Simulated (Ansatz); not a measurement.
`B[SiH](N)F` + `O[CH2][GeH3]` → `BO[CH2][GeH3]` + `N[SiH2]F`  (cleavage of the B–Si bond)

Program: Ansatz. Geometries: PBE0-D4/def2-TZVP. ΔE: electronic, gas phase. CBS: MP2 limit from def2 TZ/QZ plus the TZ coupled-cluster correction, frozen cores. Functionals use def2-TZVPP. B3LYP here is the variant with VWN-RPA as its local correlation; programs differ in this. For Ge outer-core shells are correlated without core-valence functions, which leaves a few kJ/mol of doubt a bond. Scalar relativity is left out up to krypton. Each species was taken in one conformer, which may not be the lowest.

`B[SiH](N)F`:

```xyz
9

B    -0.592   -1.422   -0.501
Si    0.670    0.087   -0.109
N    -0.283    1.362    0.496
F     1.771   -0.476    0.926
H    -0.689   -1.944   -1.572
H    -1.325   -1.812    0.362
H     1.451    0.662   -1.232
H    -0.002    2.327    0.442
H    -1.001    1.215    1.187
```

`O[CH2][GeH3]`:

Cartesian coordinates in Å:
```
O 0.104 -1.547 -0.641
C -0.001 -0.646 0.444
Ge -0.031 1.182 -0.282
H 0.120 -2.444 -0.297
H 0.847 -0.733 1.135
H -0.920 -0.806 1.024
H 1.268 1.464 -1.053
H -0.152 2.175 0.889
H -1.235 1.356 -1.220
```

`BO[CH2][GeH3]`:

Cartesian coordinates in Å:
```
B 0.148 1.992 -0.685
O -0.637 0.948 -0.384
C -0.345 0.062 0.686
Ge 0.070 -1.736 -0.013
H 1.132 2.217 -0.030
H -0.185 2.664 -1.617
H 0.495 0.437 1.280
H -1.224 0.007 1.331
H -1.121 -2.266 -0.823
H 0.355 -2.677 1.170
H 1.312 -1.647 -0.915
```

`N[SiH2]F`:

Cartesian coordinates in Å:
```
N 0.305 -0.922 -0.394
Si -0.167 0.618 0.137
F -0.634 0.682 1.671
H 1.202 -1.314 -0.161
H -0.367 -1.634 -0.625
H -1.338 1.046 -0.659
H 0.998 1.523 0.031
```

```csv
level,ΔE (kJ/mol),difference from CCSD(T)/CBS
PBE-D4,-173.9,6.3
r2SCAN-D4,-181.2,-1.0
PBE0-D4,-174.0,6.2
B3LYP-D4,-183.8,-3.6
ωB97X-V,-177.7,2.5
ωB97M-V,-184.0,-3.8
B2PLYP,-187.0,-6.8
PBE,-173.9,6.3
r2SCAN,-181.1,-0.9
PBE0,-174.0,6.2
B3LYP,-183.9,-3.7
HF/def2-TZVPP,-182.9,-2.7
MP2/def2-TZVPP,-189.3,-9.1
SCS-MP2/def2-TZVPP,-187.8,-7.6
CCSD/def2-TZVPP,-181.0,-0.8
CCSD(T)/def2-TZVPP,-182.9,-2.7
HF/def2-QZVPP,-183.7,-3.5
MP2/def2-QZVPP,-188.0,-7.8
SCS-MP2/def2-QZVPP,-186.5,-6.3
HF/CBS(def2),-183.8,-3.6
MP2/CBS(def2),-186.5,-6.3
CCSD/CBS(def2),-178.3,1.9
CCSD(T)/CBS,-180.2,0
```

Largest T1 diagnostic among the species: 0.013.
